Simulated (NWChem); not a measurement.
Molecule: C5H7O, doublet; SMILES C(=O)(C=[C]C)C

```xyz
13

C     -0.0029    -2.8579    -0.0033
C     -0.1832    -1.4103    -0.0016
C      0.4882    -0.2625    -0.0032
C     -0.1663     1.0912    -0.0001
C      0.7939     2.2707     0.0028
O     -1.3800     1.2395     0.0004
H     -0.4785    -3.3213     0.8880
H     -0.4808    -3.3193    -0.8943
H      1.0762    -3.1479    -0.0049
H      1.6022    -0.2807    -0.0065
H      1.4578     2.2320    -0.8865
H      1.4552     2.2294     0.8940
H      0.2234     3.2165     0.0035
```
Atoms are numbered in this order, from 1.

Level: PBE-D3(BJ)/def2-SVP, spin-unrestricted (NWChem), optimised geometry, unscaled harmonic frequencies. 

```json
[
 {"frequency (cm⁻¹)": "86", "IR intensity (km/mol)": "0.7"},
 {"frequency (cm⁻¹)": "124", "IR intensity (km/mol)": "0.2"},
 {"frequency (cm⁻¹)": "132", "IR intensity (km/mol)": "2.2"},
 {"frequency (cm⁻¹)": "146", "IR intensity (km/mol)": "0.0"},
 {"frequency (cm⁻¹)": "236", "IR intensity (km/mol)": "7.2"},
 {"frequency (cm⁻¹)": "320", "IR intensity (km/mol)": "2.6"},
 {"frequency (cm⁻¹)": "372", "IR intensity (km/mol)": "0.8"},
 {"frequency (cm⁻¹)": "537", "IR intensity (km/mol)": "0.1"},
 {"frequency (cm⁻¹)": "596", "IR intensity (km/mol)": "19.7"},
 {"frequency (cm⁻¹)": "746", "IR intensity (km/mol)": "6.0"},
 {"frequency (cm⁻¹)": "815", "IR intensity (km/mol)": "11.2"},
 {"frequency (cm⁻¹)": "914", "IR intensity (km/mol)": "35.2"},
 {"frequency (cm⁻¹)": "943", "IR intensity (km/mol)": "2.6"},
 {"frequency (cm⁻¹)": "979", "IR intensity (km/mol)": "11.8"},
 {"frequency (cm⁻¹)": "985", "IR intensity (km/mol)": "0.8"},
 {"frequency (cm⁻¹)": "1033", "IR intensity (km/mol)": "2.4"},
 {"frequency (cm⁻¹)": "1130", "IR intensity (km/mol)": "57.5"},
 {"frequency (cm⁻¹)": "1247", "IR intensity (km/mol)": "82.9"},
 {"frequency (cm⁻¹)": "1307", "IR intensity (km/mol)": "68.1"},
 {"frequency (cm⁻¹)": "1321", "IR intensity (km/mol)": "23.8"},
 {"frequency (cm⁻¹)": "1365", "IR intensity (km/mol)": "9.4"},
 {"frequency (cm⁻¹)": "1374", "IR intensity (km/mol)": "22.5"},
 {"frequency (cm⁻¹)": "1380", "IR intensity (km/mol)": "12.4"},
 {"frequency (cm⁻¹)": "1393", "IR intensity (km/mol)": "9.2"},
 {"frequency (cm⁻¹)": "1692", "IR intensity (km/mol)": "219.2"},
 {"frequency (cm⁻¹)": "1767", "IR intensity (km/mol)": "95.2"},
 {"frequency (cm⁻¹)": "2904", "IR intensity (km/mol)": "17.7"},
 {"frequency (cm⁻¹)": "2954", "IR intensity (km/mol)": "13.3"},
 {"frequency (cm⁻¹)": "2969", "IR intensity (km/mol)": "2.5"},
 {"frequency (cm⁻¹)": "3003", "IR intensity (km/mol)": "3.8"},
 {"frequency (cm⁻¹)": "3033", "IR intensity (km/mol)": "1.1"},
 {"frequency (cm⁻¹)": "3050", "IR intensity (km/mol)": "4.6"},
 {"frequency (cm⁻¹)": "3111", "IR intensity (km/mol)": "5.6"}
]
```

zero-point energy: 62.8 kcal/mol
thermal correction to the enthalpy at 298.15 K (with zero-point energy): 68.2 kcal/mol
heat capacity Cv: 25.5 cal/(mol K)
entropy at 298.15 K and 1 atm (symmetry number 1, electronic part: spin degeneracy alone): 86.3 cal/(mol K)
dipole moment: 3.44 D

Rigid rotor and harmonic oscillator; modes under 100 cm⁻¹ make the entropy uncertain.
